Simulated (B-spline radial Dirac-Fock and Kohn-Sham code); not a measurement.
**K⁷⁺: input and output of one calculation**

ΔSCF core binding energies without Breit or QED terms, calculated with a radial finite-basis atomic code. Keys: rel is the Hamiltonian (dirac, or spin-free x2c and nr, where L3 and M5 stand for the whole 2p and 3d shells), method is hf or an exchange,correlation pair (spin-unpolarised, also for the hole states), nuc the nuclear model, radius_factor scales its radius, rmax is the box in bohr, h the logarithmic mesh step, order the B-spline order, points the quadrature points per cell, c_factor scales the speed of light, and damp, ndamp, maxit and tol steer the iteration. The run stops when the commutator error falls below 10·tol·max(1, Z/10), or the numerical noise floor, and the energy has settled to about 1e-8 Ha; the virial ratio is −V/T.

Input (task.json):

```json
{"items": [{"Z": 19, "q": 7, "cfg": [[1, 0, 2], [2, 0, 2], [2, 1, 6], [3, 0, 2]], "A": 39, "rrms": 3.4349, "do": "settings", "holes": ["K", "L3", "M5"],
  "settings": [{"rel": "dirac", "method": "hf", "nuc": "fermi", "radius_factor": 1.0, "rmax": 5.0, "h": 0.3, "order": 8, "points": 10, "c_factor": 1.0, "maxit": 74, "damp": 0.5, "ndamp": 3, "tol": 1e-08}]}]}
```

Command: `python xray2_run.py task.json out`

Ground-state iterations:

```
iter   energy (Ha)        error
   1     -578.71836548  1.51e+00
   2     -585.35937032  2.94e-01
   3     -585.50411485  1.25e-01
   4     -585.53058678  5.35e-02
   5     -585.53642983  7.05e-03
   6     -585.53655843  2.04e-04
   7     -585.53655855  1.17e-05
   8     -585.53655855  3.94e-07
   9     -585.53655855  2.16e-08
```

The ground state converged in 9 iterations, with total energy -585.53656 Ha, virial ratio 1.99195 and highest orbital energy -152.91 eV. ΔSCF binding energies: K (1s) 3772.8 eV, L3 (2p3/2) 444.1 eV. Holes are computed only in closed shells, and unreliable hole states are left out.

One setting is outside the advised range (box too small), but here it does no visible harm: the result matches the run with default settings.
